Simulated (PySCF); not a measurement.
From computed data to an observable: oscillator strength and radiative lifetime

Zr(Cl)2(NH2)(Me) (CH₅Cl₂NZr), SMILES [CH3][Zr]([NH2])([Cl])[Cl], multiplicity 1.

The structure is a stationary point at PBE-D3(BJ)/def2-SVP. The spin state was assumed, not searched. The structure was generated by enumeration; whether it is a known compound was not checked. The def2 effective core potentials stand for the cores of Zr; spin–orbit coupling is left out. The values are those of a single conformer.

TDDFT-PBE/def2-SVPD in PySCF puts the first singlet state with f over 0.02 at 5.05 eV (vertical), with the transition dipole (0.465, -0.261, 0.000) in atomic units.

**Question.** Find the oscillator strength, the wavelength and the radiative lifetime that this transition would have in vacuum if emission retraced absorption.

**Answer.** 
|μ|² = 0.2843 au, so |μ| = 1.36 D. ΔE = 5.05/27.211 = 0.1856 hartree. f = (2/3) ΔE |μ|² = 0.035 (the program prints 0.035).
λ = 1239.84/5.05 = 246 nm; ν = 40731 cm⁻¹.
Einstein's coefficient A = 0.6670 ν² f s⁻¹ (ν in cm⁻¹) = 3.9e7 s⁻¹, so τ = 1/A = 26 ns. This state is S6; the lower singlets have f = 0.000, 0.002, 0.005, 0.001, 0.000. The figure is the radiative limit of this one transition; relaxation, internal conversion, crossing to triplets and a medium change what is measured.
